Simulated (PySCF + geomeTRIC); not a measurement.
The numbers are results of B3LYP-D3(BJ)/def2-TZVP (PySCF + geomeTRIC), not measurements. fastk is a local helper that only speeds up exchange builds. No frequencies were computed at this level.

```python
import json, numpy as np
from pyscf import gto, dft
from fastk import lowrank_exchange
atoms = """
B      1.793894    -0.188363     0.124206
Si     0.087806     0.762441     0.007846
C     -1.333928    -0.514485    -0.096477
H      2.443588    -0.414406    -0.822989
H      2.204085    -0.591603     1.143730
H     -0.236263     1.631269     1.157856
H     -0.084703     1.647576    -1.161701
H     -1.224213    -1.155419    -0.966974
H     -1.351470    -1.153562     0.781833
H     -2.298796    -0.023448    -0.167329
"""
def scf(charge, spin, dm0=None):
    mol = gto.M(atom=atoms, basis='def2-tzvp', ecp={}, charge=charge, spin=spin, verbose=3, max_memory=3780)
    mf = dft.KS(mol, xc='b3lyp').density_fit(auxbasis="def2-universal-jkfit")
    mf.disp = 'd3bj'
    mf.grids.level = 3
    mf.conv_tol = 1e-8
    mf.max_cycle = 60
    mf.kernel(dm0)
    if not mf.converged:
        mf = mf.newton().run(mf.mo_coeff, mf.mo_occ).undo_soscf()
    return mf
mf = scf(0, 0)
from pyscf.geomopt.geometric_solver import kernel as optimize
path = []
done, mol = optimize(mf, maxsteps=80, assert_convergence=False, callback=lambda env: path.append((env["energy"], bool(env["g_scanner"].converged))))
res = dict(converged=bool(done and path[-1][1]), energy=path[-1][0], path=[e for e, c in path], xyz=mol.atom_coords(unit="Angstrom").tolist(), nao=mol.nao)
json.dump(res, open("result.json", "w"))
```

Output:

```
converged SCF energy = -356.694311743207
Geometry optimization cycle 1
converged SCF energy = -356.694311743172
cycle 1: E = -356.694311743  dE = -356.694  norm(grad) = 0.0344775
Geometry optimization cycle 2
converged SCF energy = -356.696603023626
cycle 2: E = -356.696603024  dE = -0.00229128  norm(grad) = 0.0094697
Geometry optimization cycle 3
converged SCF energy = -356.69682190608
cycle 3: E = -356.696821906  dE = -0.000218882  norm(grad) = 0.00187578
Geometry optimization cycle 4
converged SCF energy = -356.696845375312
cycle 4: E = -356.696845375  dE = -2.34692e-05  norm(grad) = 0.000720734
Geometry optimization cycle 5
converged SCF energy = -356.696848571656
cycle 5: E = -356.696848572  dE = -3.19634e-06  norm(grad) = 0.00039883
Geometry optimization cycle 6
converged SCF energy = -356.696849085623
cycle 6: E = -356.696849086  dE = -5.13967e-07  norm(grad) = 0.000155136
<class 'geometric.internal.Distance'> : 9
<class 'geometric.internal.Angle'> : 14
<class 'geometric.internal.OutOfPlane'> : 1
<class 'geometric.internal.Dihedral'> : 15
<class 'geometric.internal.TranslationX'> : 1
<class 'geometric.internal.TranslationY'> : 1
<class 'geometric.internal.TranslationZ'> : 1
<class 'geometric.internal.RotationA'> : 1
<class 'geometric.internal.RotationB'> : 1
<class 'geometric.internal.RotationC'> : 1
Step    0 : Gradient = 1.090e-02/2.741e-02 (rms/max) Energy = -356.6943117432
Step    1 : Displace = 2.275e-02/4.276e-02 (rms/max) Trust = 1.000e-01 (=) Grad = 2.995e-03/8.174e-03 (rms/max) E (change) = -356.6966030236 (-2.291e-03) Quality = 1.178
Step    2 : Displace = 1.042e-02/1.761e-02 (rms/max) Trust = 1.414e-01 (+) Grad = 5.932e-04/1.152e-03 (rms/max) E (change) = -356.6968219061 (-2.189e-04) Quality = 1.195
Step    3 : Displace = 5.215e-03/9.800e-03 (rms/max) Trust = 2.000e-01 (+) Grad = 2.279e-04/4.876e-04 (rms/max) E (change) = -356.6968453753 (-2.347e-05) Quality = 1.217
Step    4 : Displace = 2.238e-03/3.935e-03 (rms/max) Trust = 2.828e-01 (+) Grad = 1.261e-04/3.047e-04 (rms/max) E (change) = -356.6968485717 (-3.196e-06) Quality = 1.211
Step    5 : Displace = 9.305e-04/1.673e-03 (rms/max) Trust = 3.000e-01 (+) Grad = 4.906e-05/9.596e-05 (rms/max) E (change) = -356.6968490856 (-5.140e-07) Quality = 1.370
Converged! =D
```

Cost: very roughly 60 core-seconds.
